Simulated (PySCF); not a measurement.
A mixed set of molecules. Method: TDDFT B3LYP/def2-SVPD, vertical, gas phase, core orbitals frozen in the response (PySCF 2.14.0, density-fitted response routines). Geometries: GFN2-xTB; one conformer of each isolated species. Triplets are in the Tamm–Dancoff approximation.

Question: Rank by computed S1–T1 gap, lowest first.
A. `N#C/C=N/[SiH2]C=O`
B. `CS[SiH2]O[SiH2][SiH2]Cl`
C. `C/C(F)=P\c1cccs1`
D. `CC1=C(F)[C@@]1(C)F`

Answer: B (0.16 eV), A (0.64 eV), D (1.51 eV), C (1.68 eV).

```tsv
SMILES	S1−T1 (eV)	S1 (eV)	T1 (eV)	S1 mainly	T1 mainly	f(S1)
CS[SiH2]O[SiH2][SiH2]Cl	0.16	4.56	4.40	H→L (96%)	H→L (89%)	0.000
N#C/C=N/[SiH2]C=O	0.64	3.12	2.48	H→L+1 (54%)	H→L+1 (65%)	0.019
CC1=C(F)[C@@]1(C)F	1.51	6.55	5.03	H→L (94%)	H→L+1 (92%)	0.008
C/C(F)=P\c1cccs1	1.68	4.05	2.37	H→L (92%)	H→L (91%)	0.223
```

H and L stand for HOMO and LUMO. For `CC1=C(F)[C@@]1(C)F` the leading configurations of S1 and T1 differ. Singlets come from full response and triplets from the Tamm–Dancoff approximation.
